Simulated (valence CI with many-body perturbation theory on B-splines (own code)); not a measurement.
# Ladder of approximations for Ni6+

Method: configuration interaction combined with many-body perturbation theory (CI+MBPT): four valence electrons over a frozen Dirac-Fock core [Ar], a basis of 9 s, 9 p, 10 d, 8 f, 5 g, 3 h, 1 i functions for each j, with the one-electron correlation potential Σ1 (screened to all orders), the two-electron term Σ2, the three-electron term Σ3, Breit, model QED; selected single and double excitations, second order for the rest, scaled by the run's own slope (own B-spline code, finite nucleus).

Against 16 measured levels this calculation errs by 460 cm⁻¹ on average and by 1211 at most. These come from a selection out of Corliss and Sugar, J. Phys. Chem. Ref. Data 10, 197 (1981). Levels without a partner in it may be off by more, other configurations by 1,000 to 8,000 cm⁻¹. The list stops below the first excitations out of the core. Only levels of the ground parity were solved; by the run's estimate the other parity begins above the list, which can be wrong where configurations are misplaced.

Each rung adds one term. CI alone is the Dirac-Coulomb CI over the frozen core; QED comes last and gives the full result, which names the levels. Energies are above 3d4 5D_0 on the same rung, in eV. A blank means that the level has no clear partner on that rung.

Letters in brackets count levels of one name in rising energy.

```csv
Level,CI alone,+ Σ1,+ Σ2,+ Σ3,+ Breit,Full
3d4 5D_1,0.038,0.038,0.039,0.039,0.035,0.035
3d4 5D_2,0.098,0.104,0.113,0.113,0.099,0.099
3d4 5D_3,0.187,0.198,0.215,0.215,0.187,0.188
3d4 5D_4,0.297,0.314,0.340,0.340,0.294,0.295
3d4 3P_0 [a],3.726,3.755,3.754,3.751,3.766,3.766
3d4 3H_4,3.874,3.916,3.832,3.803,3.782,3.782
3d4 3H_5,3.951,3.999,3.921,3.895,3.855,3.855
3d4 3H_6,4.036,4.086,4.013,3.987,3.925,3.926
3d4 3P_1 [a],3.929,3.969,3.979,3.985,3.981,3.981
3d4 3F_2 [a],4.274,,4.280,4.235,4.215,4.216
3d4 3F_3 [a],4.291,4.340,4.286,4.239,4.217,4.218
3d4 3F_4 [a],4.327,4.378,4.324,4.277,4.246,4.247
3d4 3P_2 [a],4.248,,4.340,4.350,4.313,4.314
3d4 3G_3,4.808,4.865,4.730,4.673,4.648,4.649
3d4 3G_4,4.889,4.949,4.819,4.760,4.717,4.719
3d4 3G_5,4.955,5.019,4.889,4.830,4.774,4.776
3d4 1I_6,5.906,5.974,5.855,5.779,5.722,5.723
3d4 3D_3,6.086,6.153,5.910,5.805,5.777,5.778
3d4 1G_4 [a],6.007,6.081,6.067,5.822,5.780,5.781
3d4 3D_2,6.104,6.172,5.936,5.834,5.807,5.809
3d4 3D_1,6.148,6.217,5.977,5.871,5.848,5.850
3d4 1S_0 [a],6.764,6.843,6.845,6.416,6.391,6.393
3d4 1D_2 [a],7.268,7.352,7.174,7.332,7.305,7.306
3d4 1F_3,8.504,8.596,8.268,8.280,8.250,8.251
3d4 3P_2 [b],,9.972,9.705,9.744,9.727,9.728
3d4 3F_4 [b],9.889,9.995,9.822,9.827,9.794,9.796
3d4 3F_2 [b],,10.017,9.834,9.840,9.816,9.818
3d4 3F_3 [b],9.923,10.032,9.854,9.860,9.830,9.832
3d4 3P_1 [b],10.098,10.208,9.945,9.988,9.963,9.965
3d4 3P_0 [b],10.198,10.318,10.070,10.112,10.078,10.080
3d4 1G_4 [b],11.272,11.393,11.151,11.183,11.147,11.148
```

Question: How does the ionisation energy move along the ladder, and which term matters most?

Answer: CI alone 126.39, + Σ1 128.27, + Σ2 132.49, + Σ3 132.49, + Breit 132.49, + QED 132.49 eV. The largest step is Σ2, 4.21 eV. NIST lists 132 ± 2 eV (theoretical).
